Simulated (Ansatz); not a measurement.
A series at Sn: from `[Cl][SnH]([Cl])[Cl]`, ligands are replaced one by one, each step taking up H₂O and setting free HCl; n counts the steps. Ansatz, PBE0-D4/def2-TZVP geometries. Each molecule was computed in one conformer, which needn't be the lowest.

CBS adds triple-zeta CCSD(T) − MP2 to the MP2 limit, frozen cores; atoms without spin–orbit coupling. Elements past krypton have def2 core potentials. Outer-core shells of Sn are correlated without core-valence functions. Spin–orbit coupling is left out.

```
n               molecule  atomization energy, CCSD(T)/CBS (kJ/mol)
0  `[Cl][SnH]([Cl])[Cl]`                                         ?
1  `[OH][SnH]([Cl])[Cl]`                                    1760.4
2  `[OH][SnH]([OH])[Cl]`                                    2225.4
3  `[OH][SnH]([OH])[OH]`                                    2686.9
```

By hand: fit a straight line y = ȳ + b (n − n̄) to the 3 given rows and predict n = 0.

n̄ = 2.000, ȳ = 2224.23; Σ(n − n̄)(y − ȳ) = 926.50, Σ(n − n̄)² = 2.000, so b = 463.25 kJ/mol a step. Prediction: 2224.23 + (463.25) × (-2.000) = 1297.7 kJ/mol.

By hand: compare with the computed value, 1291.5 kJ/mol, and give the steps along the whole series.

The line misses by -6.2 kJ/mol (computed minus predicted). Steps: 468.9, 465.0, 461.5 kJ/mol.

The steps differ by at most 7.4 kJ/mol, 1.6 % of a mean step, so the ligands' effects nearly add and a line is close. The miss is 0.4 % of the series' range. The energies themselves are unsure by some kJ/mol a bond, though much of that is common to the series.
